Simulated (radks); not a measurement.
Polarisability of the iridium ion Ir2+, [Xe] 4f14 5d7, at imaginary frequency. All-electron calculation, scalar-relativistic Kohn-Sham, exchange-only LDA, spin-unpolarised, spherical densities, finite nucleus; Fermi nuclear charge, rms radius 5.4032 fm. Program: a radial shooting solver on a logarithmic mesh with Libxc functionals. Response by self-consistent Sternheimer equations with the Hartree and adiabatic exchange-only LDA kernel, the relativistic mass of each level held fixed and spin-orbit coupling left out.

w (hartree),alpha1(iw) (bohr^3)
0.00266,11.18
0.0143,11.17
0.0360,11.13
0.0697,11.01
0.118,10.71
0.186,10.13
0.280,9.190
0.413,7.913
0.605,6.427
0.892,4.866
1.35,3.352
2.12,2.022
3.59,1.013
6.94,0.3928
17.5,0.09814

Static values: alpha1 = 11.18 bohr^3 (1.657 angstrom^3; uncoupled 18.08). C6 = 73.49, triple-dipole C9 = 550.6 atomic units. One-pole (London) frequency 4 C6 / (3 alpha1^2) = 0.784 hartree, against 0.855 for minus the highest occupied eigenvalue.
